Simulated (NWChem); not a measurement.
Species: C₂H₅ISi; SMILES C=C([SiH3])I

Computed with NWChem. Coordinates come from a PBE0/def2-SVP optimisation. Not confirmed as a minimum by frequencies. def2 effective core potentials on I; no spin-orbit coupling. Ions are spin-unrestricted doublets at the neutral geometry; other ion states weren't tried.

For level PBE/def2-SVP:

```
Property                               Result
-------------------------------------  ------
vertical ionisation energy, ΔSCF (eV)    8.99
−ε(HOMO) (eV)                            6.01
```

### Question
What are these values for level PBE0/def2-SVP?

### Answer
| Quantity | Result |
|---|---|
| vertical ionisation energy, ΔSCF (eV) | 9.19 |
| −ε(HOMO) (eV) | 7.11 |
